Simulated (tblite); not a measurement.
C7H6F2N (doublet state).
Structure used (GFN2-xTB), in Å, numbered top down from 1:
```xyz
16
C7H6F2N angstrom
C      2.3832   -1.4380   -0.5834
C      1.3532   -0.8231   -0.6061
C      0.1258   -0.1066   -0.6219
C     -0.0908    1.1048    0.3175
C      0.8995    1.5357    1.2626
N      2.0545    1.3808    1.6118
C     -0.7947   -0.1997    0.5693
C     -2.2857   -0.2857    0.3659
F     -2.6666   -1.5690    0.1398
F     -2.6811    0.4216   -0.7206
H      3.2834   -1.9759   -0.5740
H     -0.3345   -0.0228   -1.5999
H     -0.7005    1.9023   -0.0924
H      2.7631    0.8045    1.1508
H     -0.4554   -0.8012    1.4047
H     -2.8608    0.0812    1.2320
```

Method: GFN2-xTB as coded in tblite; computed harmonic values from a numerical Hessian at the method's own geometry, unscaled. Against measured fundamentals such values can be off by several per cent, at times by over 20. One conformer, not necessarily the lowest. Open shells enter through the occupations alone, without spin polarisation, and single modes of such species can be off by tens of per cent.

Harmonic wavenumbers (cm⁻¹): 41.6, 76.9, 99.2, 107.7, 141.0, 199.4, 223.5, 295.8, 383.0, 409.0, 420.8, 491.1, 592.1, 625.9, 652.9, 665.4, 677.7, 772.3, 862.8, 910.3, 931.0, 976.0, 996.6, 1022.0, 1039.2, 1061.8, 1085.4, 1113.5, 1198.3, 1206.9, 1265.9, 1275.3, 1288.7, 1398.7, 1944.4, 2265.0, 2876.9, 3034.6, 3040.2, 3061.5, 3116.3, 3400.3.

A = 2161, B = 869.9, C = 710.8 MHz; mass 142.047 u (most abundant isotopes); point group C1, symmetry number 1; spin multiplicity 2.

Q: What is the zero-point energy?

A: ½Σν̃ = 23623 cm⁻¹ = 67.54 kcal/mol.

Q: Entropy at 298.15 K, 1 bar (ideal gas, RRHO, classical rotation)?

A: Translation 40.79, rotation 29.87, vibration 31.08, spin (R ln 2) 1.38: S = 103.1 cal/(mol K).

Q: And Cp and H(298.15 K) − H(0)?

A: Cp = 38.95 cal/(mol K), of which vibrations give 31.01 (their classical limit is 42 R = 83.5); H(298.15 K) − H(0) = 7.17 kcal/mol without the zero-point energy, 4.80 from vibrations.

Q: Blend soft modes into free rotors: weight 1/[1 + (100 cm⁻¹/ν̃)⁴] for the oscillator and the rest for a rotor with moment μB/(μ + B), μ = h/(8π²ν), B = 10⁻⁴⁴ kg m². What vibrational entropy results?

A: 28.47 cal/(mol K) in place of 31.08, which changes −T·S at 298.15 K by +0.78 kcal/mol.

Q: Which modes carry the vibrational entropy at 298.15 K?

A: 41.6 cm⁻¹: 5.18; 76.9 cm⁻¹: 3.97; 99.2 cm⁻¹: 3.47; 107.7 cm⁻¹: 3.31; 141.0 cm⁻¹: 2.79; 199.4 cm⁻¹: 2.14 cal/(mol K); the other 36 give 10.22 together.

Hindered rotation and anharmonicity are outside this model. Other conformers, if any are populated, would add a mixing term that is left out. The structure is chiral; the term R ln 2 for an equal mix with its mirror image is left out.

Hardware: one thread of an Arm Neoverse V1, shared host with 32 logical CPUs at a one-minute load of 47. Cost: 0.56 s wall. The figure is for the frequency step alone.
